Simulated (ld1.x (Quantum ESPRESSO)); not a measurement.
**Logarithmic derivatives: titanium, RRKJ**

Ti, norm-conserving RRKJ (Kleinman–Bylander form), made with ld1.x (Quantum ESPRESSO) 7.5 (BLYP, fully relativistic). Core [Ar], reference 3d2 4s2 4p0. Waves: 4p (bound, empty): rc 4.15 bohr; 3d (bound): rc 2.20 bohr; 4s (bound): rc 2.10 bohr. Local part: the s channel. Core correction: Bessel-smoothed model core inside 1.90 bohr. rho0 = 0.005.

Open shells are filled in proportion to 2j + 1 (rel_dist='average').

The phase is arctan(r·u′/u) with u = r·R(r), unwrapped; energies in Ry, scanned from -2 to 5 Ry. A pole is an energy at which the radial function vanishes at the test radius. The pseudo phase is shifted by a multiple of π to meet the all-electron one at the reference energy, and phase errors are pseudo minus all-electron; the curves can meet again beyond the range given. Levels narrower than the energy grid can be missing from the lists of poles.

**Question.** For each channel, where are the poles, and over which energies does the pseudopotential scatter like the atom?

**Answer.**

```
channel  radius (bohr)  reference energy (Ry)  poles, all-electron      poles, pseudo  unbroken range about the reference energy with phases within 0.05 rad  phase error 1 Ry above the reference energy (rad)
      s           4.49                  -0.32          -0.05, 2.35  -0.05, 1.62, 3.37                                                              below 0.6                                             -0.113
   p1/2           4.49                  -0.10           0.39, 2.85         0.39, 2.95                                                              below 1.3                                             +0.003
   p3/2           4.49                  -0.10           0.40, 2.87         0.40, 2.93                                                              below 1.4                                             +0.001
   d3/2           4.49                  -0.31    -0.28, 1.23, 3.74  -0.28, 1.39, 4.69                                                              below 0.2                                             +0.101
   d5/2           4.49                  -0.30    -0.28, 1.23, 3.74  -0.28, 1.40, 4.69                                                              below 0.2                                             +0.100
```

Phases in the d5/2 channel:

```tsv
E (Ry)	all-electron	pseudo
-2.00	1.414	1.414
-1.76	1.404	1.404
-1.52	1.392	1.392
-1.28	1.376	1.376
-1.04	1.354	1.354
-0.80	1.323	1.323
-0.56	1.263	1.264
-0.32	-0.194	-0.190
-0.08	-1.910	-1.904
0.16	-2.160	-2.132
0.40	-3.064	-2.870
0.64	-4.250	-4.124
0.88	-4.553	-4.493
1.12	-4.675	-4.628
1.36	-4.753	-4.704
1.60	-4.824	-4.760
1.84	-4.920	-4.814
2.08	-5.124	-4.878
2.32	-6.070	-4.981
2.56	-7.378	-5.225
2.80	-7.639	-6.221
3.04	-7.736	-7.328
3.28	-7.789	-7.594
3.52	-7.826	-7.696
3.76	-7.856	-7.752
4.00	-7.884	-7.788
4.24	-7.912	-7.815
4.48	-7.947	-7.837
4.72	-7.996	-7.856
4.96	-8.085	-7.874
```
